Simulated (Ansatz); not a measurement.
Ba5Se5⁺. The state is a doublet with charge 1. Geometry PBE-D4/def2-SVP.

```
atom   x (Å)   y (Å)   z (Å)
 Ba1  -3.206   1.517  -1.034
 Ba2   0.206   0.712   1.714
 Ba3   1.383   1.838  -2.229
 Ba4  -1.550  -2.803   0.053
 Ba5   3.559  -1.990   0.527
 Se6   0.919  -2.442   1.759
 Se7  -0.684   3.042  -0.364
 Se8  -2.832  -0.357   1.308
 Se9  -0.814  -0.399  -1.858
Se10   3.019   0.880   0.125
```

In the def2 sets Ba takes a core potential; there is no spin–orbit coupling. The structure comes from a short search, and lower isomers may exist.

Task: Estimate the α-spin orbital energies around the gap (eV) in Ansatz with PBE-D4/def2-SVP, BLYP-D4/def2-SVP, r2SCAN-D4/def2-SVP, PBE0-D4/def2-SVP.

Result: 
| orbital | PBE-D4/def2-SVP | BLYP-D4/def2-SVP | r2SCAN-D4/def2-SVP | PBE0-D4/def2-SVP |
| --- | --- | --- | --- | --- |
| HOMO−9 | -7.64 | -7.38 | -7.76 | -8.57 |
| HOMO−8 | -7.55 | -7.30 | -7.65 | -8.46 |
| HOMO−7 | -7.44 | -7.19 | -7.56 | -8.34 |
| HOMO−6 | -7.38 | -7.14 | -7.51 | -8.28 |
| HOMO−5 | -7.31 | -7.06 | -7.45 | -8.24 |
| HOMO−4 | -7.30 | -7.05 | -7.41 | -8.19 |
| HOMO−3 | -7.23 | -6.98 | -7.34 | -8.10 |
| HOMO−2 | -7.15 | -6.90 | -7.28 | -8.07 |
| HOMO−1 | -7.06 | -6.82 | -7.20 | -7.97 |
| HOMO | -7.00 | -6.76 | -7.09 | -7.83 |
| LUMO | -4.36 | -4.29 | -3.89 | -3.79 |
| LUMO+1 | -3.87 | -3.83 | -3.37 | -3.33 |
| LUMO+2 | -3.68 | -3.60 | -3.30 | -3.11 |
| LUMO+3 | -3.56 | -3.50 | -3.13 | -2.97 |
| LUMO+4 | -3.53 | -3.41 | -3.10 | -2.93 |
| LUMO+5 | -3.49 | -3.39 | -3.09 | -2.87 |
| β HOMO | -6.95 | -6.73 | -7.00 | -7.54 |
| β LUMO | -6.63 | -6.44 | -6.60 | -6.12 |
